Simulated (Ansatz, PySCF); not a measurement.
The pair A = H2O (SMILES O) (first 3 atoms), B = HBr (SMILES Br); geometry from B3LYP-D3(BJ)/def2-TZVP.
(charge 0, multiplicity 1):
```xyz
5

O     -0.18191     0.39201     0.47091
H      0.73984     0.47377     0.20091
H     -0.50178     1.29184     0.60204
Br    -0.45063    -1.38061     3.26175
H     -0.36533    -0.64375     2.01826
```

Cores are frozen in the correlated methods. Filled d and f shells under p-block atoms count as core. CBS(a, b) extrapolates the correlation energy as X⁻³ and adds the Hartree–Fock energy of set b. MP2 and its Hartree–Fock in aug-cc-pVQZ are density fitted.

Run with Ansatz (Gaussian basis) for Hartree–Fock, density functionals and correlated methods; PySCF for the dispersion terms. 

The monomers are drawn apart, rigid, along the line of their centres of mass. Counterpoise-corrected interaction energies (kcal/mol):

| level | R = 4.087 Å | R = 4.835 Å |
|---|---|---|
| PBE/def2-TZVPPD | -2.9539 | -1.3573 |
| PBE-D3(BJ)/def2-TZVPPD | -3.2785 | -1.5041 |
| wB97M-V/def2-TZVPPD | -2.9597 | -1.4033 |
| MP2/CBS(aug-cc-pVTZ, aug-cc-pVQZ) + ΔCCSD(T)/aug-cc-pVTZ | -3.0061 | -1.4200 |

Problem. R is the distance of the centres of mass. Find the local exponent m of E ∝ R⁻ᵐ between the two points.

Solution. 
m = ln(E₁/E₂)/ln(R₂/R₁): PBE/def2-TZVPPD 4.6; PBE-D3(BJ)/def2-TZVPPD 4.6; wB97M-V/def2-TZVPPD 4.4; MP2/CBS(aug-cc-pVTZ, aug-cc-pVQZ) + ΔCCSD(T)/aug-cc-pVTZ 4.5. For scale, two fixed dipoles give m = 3, dipole and quadrupole 4, quadrupoles 5, and dispersion or dipole-induced dipole 6 at long range; at these distances several terms mix, and what is left of overlap and damping shifts m, so it need not match one of them.

Ansatz is a quantum-chemistry and plane-wave program.
